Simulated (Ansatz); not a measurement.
SnH2F (SMILES [F][SnH2]): methods side by side

The species is SnH2F (4 atoms), meant as a doublet with charge 0. SMILES: `[F][SnH2]`. The shape is that of a PBE0-D4/def2-TZVP optimisation.

```xyz
4

F    -1.5526   -0.1900    0.6407
Sn    0.0283   -0.2422   -0.4683
H     1.1841   -1.0544    0.5241
H     0.3957    1.4262   -0.7167
```

Each level gives the energy change with the Sn2–H4 bond stretched from 1.726 to 2.158 Å (eV). The values are calculated.

| level | kind | program | value (eV) | CPU time (all runs) |
| --- | --- | --- | --- | --- |
| U-revPBE/STO-3G | GGA | Ansatz | ? | 4.9 s |
| UBLYP/STO-3G | GGA | Ansatz | 1.10 | 5 s |
| UPBE/STO-3G | GGA | Ansatz | ? | 4.9 s |
| UBHLYP/STO-3G | global hybrid | Ansatz | 1.40 | 5.7 s |
| UHSE06/STO-3G | range-separated hybrid | Ansatz | 1.26 | 6.3 s |
| UB2PLYP/STO-3G | double hybrid | Ansatz | 1.30 | 6 s |
| UBCCD(T)/STO-3G | coupled cluster or CI | Ansatz | 1.17 | 1.9 s |
| UCCSD(T)/STO-3G | coupled cluster or CI | Ansatz | 1.17 | 1.8 s |
| FCI/STO-3G | exact in the basis | Ansatz | 1.16 | 7.6 s |

**Question.** Estimate what the levels marked ? give.

**Answer.** As computed at these levels: U-revPBE/STO-3G: 1.08 eV; UPBE/STO-3G: 1.11 eV. All-electron rows without a relativistic Hamiltonian named are non-relativistic. The first shape isn't each level's own minimum. The values span 1.08 to 1.40 eV. All rows use very small basis sets, so even the best lies far from the true value. In the correlated wave-function rows the outer d shell of Sn is correlated, in sets not made for it. CPU times are rough (shared hosts, several kinds of processor): they show what a rung costs within a factor of a few.
